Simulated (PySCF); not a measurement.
Input of a run (PBE0-D3(BJ)/def2-SVP geometry optimisation, gas phase, def2 core potentials past Kr (PySCF 2.14.0)), started from GFN2-xTB:
```
{"job": {"xc": "PBE0", "basis": "def2-SVP", "d3": "d3bj", "grid": 1, "maxiter": 30, "shake": 0.01, "kind": "geom"}, "charge": 0, "multiplicity": 1}
C      1.975230     0.006520    -0.375330
P      0.365120     0.392270     0.451140
Te     0.319210     0.143650     2.724620
C     -0.805730    -0.585830    -0.525080
P     -2.603670    -0.250120    -0.053780
H      2.222550    -0.993290    -0.146070
H      1.910520     0.163740    -1.459020
H      2.729760     0.696900     0.035600
H      0.103090     1.661800    -0.083700
H     -0.721290    -0.400740    -1.583510
H     -0.644160    -1.652380    -0.325820
H     -2.370930    -0.354650     1.334420
H     -2.473860     1.155250    -0.003780
```

Output (energies in Eh, forces in Eh/bohr):
```
step   0  E = -1031.15051016  max force = 0.038099
step   1  E = -1031.15570161  max force = 0.012304
step   2  E = -1031.15608880  max force = 0.002374
step   3  E = -1031.15611076  max force = 0.000356
step   4  E = -1031.15611789  max force = 0.000591
step   5  E = -1031.15612240  max force = 0.000574
step   6  E = -1031.15612568  max force = 0.000291
optimisation converged
```

Problem. Summarise the run.

Solution. The energy falls by 14.7 kJ/mol over 7 energy and gradient evaluations, the largest force component goes from 0.0381 to 2.9e-04 Eh/bohr, and the atoms move by 0.068 Å rms after alignment. The bond that changes most is P2=Te3 (ends: phosphorus bonded to 2 C, Te and H; tellurium bonded to P), which lengthens by 0.056 Å. Bonds longer at the end by more than 0.005 Å: 8 of 12; shorter: 2. Among the angles that change most is P2–C4–H10, from 112.7° to 108.9°. The energy never rose by more than 1e-6 Eh on the way. The first step brought 92 % of the lowering.

Problem. What are the final bond lengths?

Solution. C1–P2 1.824 Å, P2=Te3 2.343 Å, P2–C4 1.832 Å, C4–P5 1.864 Å, C1–H6 1.099 Å, C1–H7 1.101 Å, C1–H8 1.099 Å, P2–H9 1.423 Å, C4–H10 1.103 Å, C4–H11 1.102 Å, P5–H12 1.430 Å, P5–H13 1.431 Å. Numbering counts from 1 in the input's order; the species is `C[P@H](=[Te])CP`.

The run used 130 basis functions and 46 SCF cycles in all. Hardware: one thread, Arm Neoverse V2 (aarch64), shared host with 32 logical CPUs at a one-minute load of 26. Cost: 58 s, 0.57 GiB resident at most.

PBE0-D3(BJ)/def2-SVP frequencies: not computed here. The numbers are those of one conformer.

The values belong to the conformer `[CH3:1][P@H:2](=[Te:3])[CH2:4][PH2:5]`: C1–P2–C4–P5 -173°, H–P5–C4–P2 -45°, H–P5–C4–P2 49°.
